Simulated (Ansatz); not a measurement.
Geometry optimisation, UKS B3LYP/def2-SVP (Ansatz).

Input:

```yaml
crystal:
  periodic: [false, false, false]
  atoms:
    - { symbol: Al, position_ang: [0.023249, -0.845107, -0.503292] }
    - { symbol: Cl, position_ang: [-0.071872, -0.144836, 2.854472] }
    - { symbol: O, position_ang: [1.425285, -0.090086, -1.155665] }
    - { symbol: H, position_ang: [2.294541, -0.509423, -1.117153] }
    - { symbol: O, position_ang: [-1.457199, -0.023264, -0.804205] }
    - { symbol: H, position_ang: [-2.301926, -0.314172, -0.440186] }
    - { symbol: Si, position_ang: [-0.033788, 0.00756, 4.965986] }
    - { symbol: H, position_ang: [-0.760892, -1.163847, 5.518335] }
    - { symbol: H, position_ang: [1.383009, 0.010265, 5.411596] }
    - { symbol: H, position_ang: [-0.710207, 1.274311, 5.345913] }
magnetization:
  spin_polarized: true
  initial_magnetization: 1
basis:
  gaussian: { orbitals: def2-SVP }
hamiltonian:
  xc: b3lyp
relax:
  f_tol: 0.03
  max_steps: 50
```

Launched with:

```bash
$ ansatz run input.yaml --threads 4 --pin off --max-ram 5120MiB --backend cpu --events-out ev --progress --plain --runs-dir out
```

Task: Where does it end, and by what steps?

Result: It converged. The force dipped under the threshold on the way, but the program's further checks kept it going. After 46 steps the energy has fallen by 0.228 eV; O3 moved furthest, 2.31 Å.

```json
{"step": "0", "energy less start (eV)": "0.0000", "largest force component (eV/Å)": "0.451", "accepted": "yes"}
{"step": "2", "energy less start (eV)": "-0.0082", "largest force component (eV/Å)": "0.226", "accepted": "yes"}
{"step": "4", "energy less start (eV)": "-0.0115", "largest force component (eV/Å)": "0.123", "accepted": "yes"}
{"step": "6", "energy less start (eV)": "-0.0120", "largest force component (eV/Å)": "0.036", "accepted": "yes"}
{"step": "8", "energy less start (eV)": "-0.0122", "largest force component (eV/Å)": "0.014", "accepted": "yes"}
{"step": "10", "energy less start (eV)": "-0.0124", "largest force component (eV/Å)": "0.057", "accepted": "no"}
{"step": "12", "energy less start (eV)": "-0.0132", "largest force component (eV/Å)": "0.053", "accepted": "yes"}
{"step": "14", "energy less start (eV)": "-0.0147", "largest force component (eV/Å)": "0.104", "accepted": "yes"}
{"step": "16", "energy less start (eV)": "-0.0206", "largest force component (eV/Å)": "0.207", "accepted": "yes"}
{"step": "18", "energy less start (eV)": "-0.0272", "largest force component (eV/Å)": "0.138", "accepted": "yes"}
{"step": "20", "energy less start (eV)": "-0.0344", "largest force component (eV/Å)": "0.198", "accepted": "yes"}
{"step": "22", "energy less start (eV)": "-0.0395", "largest force component (eV/Å)": "0.087", "accepted": "yes"}
{"step": "24", "energy less start (eV)": "-0.0466", "largest force component (eV/Å)": "0.277", "accepted": "yes"}
{"step": "26", "energy less start (eV)": "-0.0557", "largest force component (eV/Å)": "0.447", "accepted": "yes"}
{"step": "28", "energy less start (eV)": "-0.0736", "largest force component (eV/Å)": "0.445", "accepted": "yes"}
{"step": "30", "energy less start (eV)": "-0.0953", "largest force component (eV/Å)": "0.393", "accepted": "yes"}
{"step": "32", "energy less start (eV)": "-0.1128", "largest force component (eV/Å)": "0.121", "accepted": "yes"}
{"step": "34", "energy less start (eV)": "-0.1296", "largest force component (eV/Å)": "0.194", "accepted": "yes"}
{"step": "36", "energy less start (eV)": "-0.1501", "largest force component (eV/Å)": "0.489", "accepted": "yes"}
{"step": "38", "energy less start (eV)": "-0.2003", "largest force component (eV/Å)": "0.332", "accepted": "yes"}
{"step": "40", "energy less start (eV)": "-0.2204", "largest force component (eV/Å)": "0.332", "accepted": "yes"}
{"step": "42", "energy less start (eV)": "-0.2255", "largest force component (eV/Å)": "0.111", "accepted": "yes"}
{"step": "44", "energy less start (eV)": "-0.2272", "largest force component (eV/Å)": "0.042", "accepted": "yes"}
{"step": "46", "energy less start (eV)": "-0.2276", "largest force component (eV/Å)": "0.027", "accepted": "yes"}
```

```xyz
10
Properties=species:S:1:pos:R:3
Al -0.200 -0.699 0.216
Cl -1.223 -1.254 2.768
O 1.041 0.136 1.109
H 1.967 -0.099 0.977
O -1.454 0.301 -0.402
H -2.170 -0.052 -0.941
Si 0.252 -0.181 3.868
H -0.197 -0.375 5.274
H 1.570 -0.829 3.690
H 0.204 1.253 3.516
```

Whether the end is a true minimum wasn't checked by a vibrational analysis.

Run time: 100 s on 4 threads of Arm Neoverse V2 (shared host), peak memory 0.34 GiB.
